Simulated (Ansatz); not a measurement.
The first iterations of a band of C₃H₅BF₂O (12 atoms, charge 0, multiplicity 1).

Theory: RKS B3LYP-D4/6-31G* (Ansatz 0.2.0).

```json
{
  "movable images": "5",
  "climbing image": "yes",
  "spring": "5.0 eV/Å²",
  "optimiser": "quadratic models (default)",
  "start path": "through a guess of the saddle point",
  "force threshold": "0.03 eV/Å",
  "iteration limit": "60",
  "end points": "relaxed"
}
```

First end point:

```xyz
12
Properties=species:S:1:pos:R:3
C 0.201 -0.774 1.262
C 0.336 -0.288 -0.165
F 1.581 -0.665 -0.667
B -0.882 -0.377 -1.204
O -1.043 0.984 -1.273
C 0.079 1.231 -0.397
F 1.076 1.857 -1.069
H 0.238 -1.867 1.296
H -0.750 -0.453 1.703
H 1.018 -0.381 1.879
H -1.551 -1.175 -1.779
H -0.226 1.855 0.449
```

Last end point:

```xyz
12
Properties=species:S:1:pos:R:3
C 1.005 -0.614 1.903
C 0.645 -0.440 0.639
F 0.845 -1.392 -0.293
B -1.299 0.003 -1.857
O -1.222 0.421 -0.563
C -0.028 0.777 0.073
F 0.830 1.399 -0.812
H 1.485 -1.529 2.231
H -0.349 -0.007 -2.576
H 0.828 0.168 2.632
H -2.391 -0.330 -2.208
H -0.272 1.489 0.865
```

| iteration | highest image above the first end (eV) | largest band force component (eV/Å) |
| --- | --- | --- |
| 1 | 13.863 | 52.469 |
| 2 | 5.318 | 9.355 |
| 3 | 5.263 | 5.855 |
| 4 | 4.818 | 4.330 |
| 5 | 3.915 | 4.723 |
| 6 | 4.022 | 3.689 |
| 7 | 3.928 | 3.175 |
| 8 | 3.983 | 1.946 |
| 9 | 2.984 | 0.880 |
| 10 | 2.383 | 1.564 |

Q: Does the band converge within its limit, and where does its top end?

A: The forces met the threshold. It ended after 31 iterations with the highest image 2.056 eV above the first end. The profile has 2 maxima (images 2, 5) with wells between them (image 4): this band takes more than one step, which may be the mechanism or a detour left from its start path. Neighbouring images differ by up to 1.8 eV, so the band resolves the path poorly. The order of the stationary point at the top wasn't checked. The orbitals stay closed-shell, which can raise the energy where a bond breaks towards radicals; this wasn't checked here.

The run took 9.4 min on 2 threads of Arm Neoverse V1, on a shared host, peak memory 0.29 GiB.
